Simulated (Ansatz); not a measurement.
`C[SiH2]O[SiH2]O` and `O[SiH2][O][AlH2]` differ in one atom or group.

Ansatz, PBE0-D4/def2-TZVP geometries, multiplicity 1. Each molecule was computed in one conformer, which needn't be the lowest.

| property | `C[SiH2]O[SiH2]O` |
| --- | --- |
| size of the dipole moment (ωB97M-V/def2-TZVPP) / D | 0.76 |
| LUMO energy (PBE0/def2-TZVPP) / eV | 0.45 |
| HOMO–LUMO gap (B3LYP/def2-TZVPP) / eV | 8.40 |
| HOMO–LUMO gap (PBE0/def2-TZVPP) / eV | 8.91 |
| HOMO energy (ωB97M-V/def2-TZVPP) / eV | -10.74 |
| HOMO energy (PBE/def2-TZVPP) / eV | -7.06 |

Question: Give the same properties after the change, and the shifts. (Best estimate.)

Answer: Ansatz gave: 
| property | `O[SiH2][O][AlH2]` | shift |
| --- | --- | --- |
| size of the dipole moment (ωB97M-V/def2-TZVPP) / D | 1.44 | 0.68 |
| LUMO energy (PBE0/def2-TZVPP) / eV | -1.18 | -1.63 |
| HOMO–LUMO gap (B3LYP/def2-TZVPP) / eV | 6.73 | -1.67 |
| HOMO–LUMO gap (PBE0/def2-TZVPP) / eV | 7.14 | -1.77 |
| HOMO energy (ωB97M-V/def2-TZVPP) / eV | -10.57 | 0.17 |
| HOMO energy (PBE/def2-TZVPP) / eV | -6.97 | 0.09 |

With PBE0 the HOMO rises by 0.14 eV and the LUMO falls by 1.63 eV, so the gap narrows by about 1.77 eV. PBE moves the HOMO by 0.09 eV and ωB97M-V by 0.17 eV. Dipoles are sizes alone; their direction can turn.

Positive LUMOs are unbound, so they and the gaps depend on the basis.

B3LYP here is the variant with VWN-RPA as its local correlation; programs differ in this.
